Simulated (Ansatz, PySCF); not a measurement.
Reaction (SMILES): FC1(F)COC1 + 5 C (CH4) + O (H2O) → 2 CC (C2H6) [ethane] + 2 CF (CH3F) [fluoromethane] + 2 CO (CH4O) [methanol]
Geometries: B3LYP-D3(BJ)/def2-TZVP minima from Ansatz (a quantum-chemistry and plane-wave program), one conformer each, not searched for the lowest. Frequencies are from Ansatz or PySCF.
Geometry of the first species:
SMILES: FC1(F)COC1
```xyz
10

F     -0.3333     1.4187     0.7626
C     -0.1539     0.3804    -0.0953
F     -0.5655     0.8030    -1.3194
C      1.2221    -0.2811    -0.0532
O      0.6160    -1.5226     0.3816
C     -0.7192    -0.9618     0.3647
H      1.7111    -0.3734    -1.0239
H      1.9025     0.1340     0.6917
H     -1.1773    -0.9459     1.3546
H     -1.3687    -1.4533    -0.3610
```
Charge 0, spin multiplicity 1.

Quantity: bond separation energy (enthalpy at 298 K, with B3LYP-D3(BJ) rigid-rotor harmonic-oscillator terms), in kcal/mol. Correlated levels leave the core frozen unless marked. Spin-orbit coupling is left out. Non-relativistic. Basis-set limits of correlation are two-point, X^-3; Hartree-Fock from the larger set. The bracket is a focal-point correction in the basis named.

RI-MP2/CBS(cc-pVTZ,cc-pVQZ)+[CCSD(T)-MP2]/cc-pVTZ (Ansatz) gives 17.4 kcal/mol.

Task: Another calculation gave 15.6 kcal/mol. Which level was it?
A. BHLYP/def2-TZVPD (Ansatz)
B. wB97X/def2-TZVPD (Ansatz)
C. SVWN5/def2-TZVPD (Ansatz)

Result: B, wB97X/def2-TZVPD (Ansatz). The others give 18.6 (SVWN5), 13.0 (BHLYP) kcal/mol.
